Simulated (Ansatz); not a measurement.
Frontier orbitals of CH$_{7}$BO$_{2}$Si (`C[SiH](O)BO`).

```xyz
12

C    -0.417    0.278   -1.692
Si   -0.273   -0.659   -0.089
O     0.760   -1.927   -0.388
B     0.388    0.474    1.463
O     0.076    1.792    1.482
H    -0.812   -0.362   -2.484
H     0.557    0.657   -2.010
H    -1.089    1.131   -1.569
H    -1.626   -1.188    0.289
H     1.002   -2.476    0.359
H     1.031    0.022    2.383
H     0.404    2.258    2.257
```

The species carries charge 0 and has multiplicity 1. The structure was optimised at the PBE0-D4/def2-TZVP level. It is one conformer, not always the lowest. Basis def2-TZVPP, Ansatz.

| functional | HOMO (eV) | LUMO (eV) | gap (eV) |
| --- | --- | --- | --- |
| LDA (SPW92) | -5.99 | -2.19 | 3.80 |
| PBE | -5.92 | -1.94 | 3.98 |
| PBE0 | -7.24 | -0.99 | 6.25 |
| B3LYP | -7.07 | -1.20 | 5.87 |
| ωB97M-V | -9.42 | 0.94 | 10.36 |

Against PBE, PBE0 changes HOMO and LUMO by −1.32 and +0.95 eV, ωB97M-V by −3.50 and +2.87 eV. A gap of 3.99 eV thus becomes 10.36 eV for the same molecule, so an orbital gap means little without its functional. A positive LUMO is unbound and depends on the basis.

B3LYP here is the variant with VWN-RPA as its local correlation; programs differ in this.
